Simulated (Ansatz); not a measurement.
`CO[SiH](O)O[SiH2]O` at its PBE0-D4/def2-TZVP geometry, where that method's forces vanish. The species carries charge 0 and has multiplicity 1.

```xyz
15

C    -0.4623   -1.2213   -1.9317
O    -0.1189   -0.3018   -0.9126
Si   -0.9616   -0.1362    0.4823
O    -1.1039   -1.6346    1.1150
O    -0.0983    0.8698    1.4102
Si    1.3883    1.5747    1.3426
O     1.8174    1.8336   -0.2131
H    -0.4823   -2.2438   -1.5460
H     0.2899   -1.1535   -2.7184
H    -1.4396   -0.9839   -2.3643
H    -2.3013    0.4455    0.2543
H    -1.6974   -1.7684    1.8543
H     2.3421    0.6726    2.0357
H     1.3246    2.8886    2.0171
H     1.5033    1.1586   -0.8254
```

Q: What forces (eV/Å) does ωB97M-V/def2-TZVPP give on these atoms in the Gaussian-basis code of Ansatz? (Best estimate.)

A: The calculation gave: 
```
C1  -0.075 -0.220 -0.250
O2   0.106  0.150  0.111
Si3 -0.232  0.124 -0.059
O4  -0.041 -0.089  0.059
O5  -0.022  0.029  0.055
Si6  0.167  0.096  0.270
O7  -0.008 -0.035 -0.107
H8   0.002  0.089 -0.029
H9  -0.073 -0.013  0.067
H10  0.084 -0.018  0.042
H11  0.147 -0.074  0.020
H12  0.020 -0.020 -0.019
H13 -0.110  0.102 -0.082
H14  0.011 -0.159 -0.081
H15  0.024  0.039  0.003
```
